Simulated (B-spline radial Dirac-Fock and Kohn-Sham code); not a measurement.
Calculated with a radial B-spline solver, using Dirac-Fock (average of configuration) total-energy differences with a finite nucleus, the Breit interaction including its frequency dependence, and self-energy and vacuum-polarisation corrections. Free neutral atoms.

Q: Order these X-ray lines by photon energy, lowest first.
A. Ti Kα2
B. Pm Lγ2
C. Hf Lη
D. Ce Lℓ
E. Pb Lα1
F. Pt Lα2

A: D (4282.9 eV), A (4503.9 eV), B (7161.8 eV), C (8133.1 eV), F (9360.8 eV), E (10550.1 eV).
